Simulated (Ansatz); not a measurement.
Gas-phase electronic energies from Ansatz, PBE0-D4/def2-TZVP geometries. CBS: MP2 limit from def2 TZ/QZ plus the TZ coupled-cluster correction, frozen cores. DFT in def2-TZVPP. B3LYP here is the variant with VWN-RPA as its local correlation; programs differ in this.

Consider the isomerisation: `C[SiH]1C=CO1` → `[SiH3]C1=CCO1`.

CCSD(T)/CBS gives +226.0 kJ/mol.

Another level gave +217.4 kJ/mol. Which?
A. SCS-MP2/def2-TZVPP
B. r2SCAN-D4/def2-TZVPP
C. PBE/def2-TZVPP
D. B3LYP/def2-TZVPP

D. B3LYP 217.4, PBE 210.8, r2SCAN-D4 228.8, SCS-MP2/def2-TZVPP 222.5 kJ/mol.

Largest T1 diagnostic among the species: 0.014.

From PBE to PBE0 (25 % exact exchange), in def2-TZVPP and without D4, ΔE moves by +10.0 kJ/mol.
